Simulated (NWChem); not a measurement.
System: C2H3O2, doublet; SMILES CC(=O)[O]

The following NWChem deck was run.

```
start job
memory heap 200 mb stack 900 mb global 1100 mb
geometry units angstroms noautosym nocenter noautoz
  C      0.021342     1.338101    -0.007262
  C     -0.007608    -0.149090    -0.004866
  O     -1.046835    -0.833116     0.113317
  O      1.012740    -0.868180    -0.101224
  H      0.378018     1.689391     0.973002
  H     -0.984769     1.738092    -0.189655
  H      0.723849     1.696337    -0.772761
end
basis spherical
  * library 6-31g*
end
dft
  odft
  mult 2
  xc pbe0
  iterations 150
end
cosmo
  dielec 20.7
end
task dft energy
```

Excerpt of the output:

```
             Northwest Computational Chemistry Package (NWChem) 7.3.0
             --------------------------------------------------------

                             Geometry "geometry" -> ""
                             -------------------------

 Output coordinates in angstroms (scale by  1.889725989 to convert to a.u.)

  No.       Tag          Charge          X              Y              Z
 ---- ---------------- ---------- -------------- -------------- --------------
    1 C                    6.0000     0.02134200     1.33810100    -0.00726200
    2 C                    6.0000    -0.00760800    -0.14909000    -0.00486600
    3 O                    8.0000    -1.04683500    -0.83311600     0.11331700
    4 O                    8.0000     1.01274000    -0.86818000    -0.10122400
    5 H                    1.0000     0.37801800     1.68939100     0.97300200
    6 H                    1.0000    -0.98476900     1.73809200    -0.18965500
    7 H                    1.0000     0.72384900     1.69633700    -0.77276100

 Effective nuclear repulsion energy (a.u.)     113.4983037091

                                 NWChem DFT Module
                                 -----------------

 Summary of "ao basis" -> "ao basis" (spherical)
 ------------------------------------------------------------------------------
       Tag                 Description            Shells   Functions and Types
 ---------------- ------------------------------  ------  ---------------------
 C                           6-31g*                  6       14   3s2p1d
 O                           6-31g*                  6       14   3s2p1d
 H                           6-31g*                  2        2   2s

 in cosmo_initialize ...

 solvent parameters
 solvname_short: unkn
 solvname_long:  unknown
 dielec:       20.7000

          ---------------
          -cosmo- solvent
          ---------------
 Cosmo: York-Karplus, doi: 10.1021/jp992097l
 dielectric constant -eps-     =  20.70
 screen = (eps-1)/(eps    )    =   0.95169
 surface charge correction     = lagrangian

   van der Waals surface
 --------------------------

 ---------- ATOMIC COORDINATES (A.U.) ------------ VDWR(ANG.) --
     1    0.04033053    2.52864424   -0.01372319     2.000
     2   -0.01437704   -0.28173925   -0.00919541     2.000
     3   -1.97823131   -1.57436096    0.21413808     1.720
     4    1.91380110   -1.64062231   -0.19128562     1.720
     5    0.71435044    3.19248608    1.83870717     1.300
     6   -1.86094357    3.28451762   -0.35839598     1.300
     7    1.36787627    3.20561211   -1.46030654     1.300
 number of segments per atom =         32
 number of   points per atom =         32
 atom (   nspa,  nppa )
 ----------------------
    1 (     19,     0 )       0
    2 (     12,     0 )       0
    3 (     21,     0 )       0
    4 (     21,     0 )       0
    5 (     14,     0 )       0
    6 (     14,     0 )       0
    7 (     15,     0 )       0
 number of -cosmo- surface points =      116
 molecular surface =     94.875 angstrom**2
 molecular volume  =     70.799 angstrom**3
 G(cav/disp)       =      1.334 kcal/mol
 -lineq- algorithm             =   0
 -bem- low  level              =   2
 -bem- from -octahedral-
 gaussian surface charge width =   4.50000
 degree of switching           =   1.00000
 switching function tolerance  =   0.00010
 atomic radii =
 --------------
    1  6.000  2.000
    2  6.000  2.000
    3  8.000  1.720
    4  8.000  1.720
    5  1.000  1.300
    6  1.000  1.300
    7  1.000  1.300
 ...... end of -cosmo- initialization ......

            General Information
            -------------------
          SCF calculation type: DFT
          Wavefunction type:  spin polarized.
          No. of atoms     :     7
          No. of electrons :    31
           Alpha electrons :    16
            Beta electrons :    15
          Charge           :     0
          Spin multiplicity:     2
          Use of symmetry is: off; symmetry adaption is: off
          Maximum number of iterations: 150
          AO basis - number of functions:    62
                     number of shells:    30
          Convergence on energy requested:  1.00D-06
          Convergence on density requested:  1.00D-05
          Convergence on gradient requested:  5.00D-04

[...]

                                   COSMO solvation results
                                   -----------------------

                 gas phase energy =      -228.155563389066
                 sol phase energy =      -228.163465071950
 (electrostatic) solvation energy =         0.007901682884 (    4.96 kcal/mol)

                    DFT Final Alpha Molecular Orbital Analysis
                    ------------------------------------------

 Vector   14  Occ=1.000000D+00  E=-3.698693D-01
              MO Center=  7.7D-02, -2.6D-01, -5.1D-03, r^2= 2.3D+00
   Bfn.  Coefficient  Atom+Function         Bfn.  Coefficient  Atom+Function
  ----- ------------  ---------------      ----- ------------  ---------------
    46      0.412089  4 O  py                32      0.368088  3 O  py
     4      0.302007  1 C  py                50      0.283213  4 O  py
    36      0.252185  3 O  py                18     -0.241946  2 C  py
     8      0.180098  1 C  py                 6     -0.153426  1 C  s
    20     -0.101953  2 C  s                 45      0.093637  4 O  px

 Vector   15  Occ=1.000000D+00  E=-3.589497D-01
              MO Center= -1.1D-01, -6.3D-01,  1.7D-04, r^2= 2.0D+00
   Bfn.  Coefficient  Atom+Function         Bfn.  Coefficient  Atom+Function
  ----- ------------  ---------------      ----- ------------  ---------------
    31      0.363864  3 O  px                45      0.364540  4 O  px
    32     -0.360563  3 O  py                46      0.292116  4 O  py
    35      0.247924  3 O  px                49      0.248077  4 O  px
    36     -0.231627  3 O  py                50      0.185842  4 O  py
     3     -0.134728  1 C  px                21      0.086315  2 C  px

 Vector   16  Occ=1.000000D+00  E=-3.516543D-01
              MO Center=  6.1D-04, -8.3D-01,  3.6D-03, r^2= 1.6D+00
   Bfn.  Coefficient  Atom+Function         Bfn.  Coefficient  Atom+Function
  ----- ------------  ---------------      ----- ------------  ---------------
    47     -0.478597  4 O  pz                33      0.469614  3 O  pz
    51     -0.341808  4 O  pz                37      0.337233  3 O  pz
    31      0.050284  3 O  px                45     -0.048578  4 O  px
    27      0.042796  2 C  d  1              35      0.037254  3 O  px
    49     -0.033417  4 O  px                 7     -0.029810  1 C  px

 Vector   17  Occ=0.000000D+00  E= 1.996393D-03
              MO Center=  2.2D-02, -1.1D-01,  2.2D-02, r^2= 2.0D+00
   Bfn.  Coefficient  Atom+Function         Bfn.  Coefficient  Atom+Function
  ----- ------------  ---------------      ----- ------------  ---------------
    19      0.574521  2 C  pz                23      0.520449  2 C  pz
    58     -0.391308  5 H  s                 37     -0.328809  3 O  pz
    51     -0.320901  4 O  pz                33     -0.312731  3 O  pz
    47     -0.299772  4 O  pz                62      0.278159  7 H  s
     9      0.166530  1 C  pz                57     -0.127445  5 H  s

 Vector   18  Occ=0.000000D+00  E= 1.307375D-01
              MO Center=  1.4D-01,  1.6D+00,  8.4D-02, r^2= 3.6D+00
   Bfn.  Coefficient  Atom+Function         Bfn.  Coefficient  Atom+Function
  ----- ------------  ---------------      ----- ------------  ---------------
     6      2.160936  1 C  s                 58     -1.220875  5 H  s
    62     -1.114565  7 H  s                 60     -0.958682  6 H  s
    20     -0.669609  2 C  s                  8      0.524450  1 C  py
    34      0.319240  3 O  s                 48      0.313478  4 O  s
    22      0.246843  2 C  py                 2      0.197437  1 C  s

 Vector   19  Occ=0.000000D+00  E= 1.612675D-01
              MO Center= -4.0D-01,  1.5D+00, -2.7D-01, r^2= 2.9D+00
   Bfn.  Coefficient  Atom+Function         Bfn.  Coefficient  Atom+Function
  ----- ------------  ---------------      ----- ------------  ---------------
    60      1.674580  6 H  s                  7      1.238801  1 C  px
    62     -1.081301  7 H  s                  3      0.356727  1 C  px
    58     -0.297593  5 H  s                 20     -0.295728  2 C  s
     8     -0.207604  1 C  py                34      0.193301  3 O  s
    59      0.151749  6 H  s                 36      0.131403  3 O  py

                     DFT Final Beta Molecular Orbital Analysis
                     -----------------------------------------

 Vector   13  Occ=1.000000D+00  E=-4.124766D-01
              MO Center=  1.3D-01,  8.9D-01,  1.1D-01, r^2= 2.3D+00
   Bfn.  Coefficient  Atom+Function         Bfn.  Coefficient  Atom+Function
  ----- ------------  ---------------      ----- ------------  ---------------
     5      0.389565  1 C  pz                57      0.233972  5 H  s
    33     -0.225072  3 O  pz                 9      0.222359  1 C  pz
    47     -0.213476  4 O  pz                58      0.166442  5 H  s
    61     -0.167224  7 H  s                 37     -0.147921  3 O  pz
    51     -0.138998  4 O  pz                19     -0.129218  2 C  pz

 Vector   14  Occ=1.000000D+00  E=-3.338052D-01
              MO Center=  4.1D-04, -8.3D-01,  3.9D-03, r^2= 1.6D+00
   Bfn.  Coefficient  Atom+Function         Bfn.  Coefficient  Atom+Function
  ----- ------------  ---------------      ----- ------------  ---------------
    47     -0.472604  4 O  pz                33      0.465086  3 O  pz
    51     -0.346967  4 O  pz                37      0.343385  3 O  pz
    45     -0.053432  4 O  px                31      0.044781  3 O  px
    27      0.044435  2 C  d  1              49     -0.037695  4 O  px
    35      0.034436  3 O  px                62      0.032387  7 H  s

[...]
```

Level: PBE0/6-31G* (spherical d), spin-unrestricted, COSMO on the gas-phase geometry. Structure relaxed at the PBE0/def2-SVP, spin-unrestricted level. No stability test was run on the SCF state. COSMO prints the solvation energy as gas minus solution, so a positive value is a stabilisation.
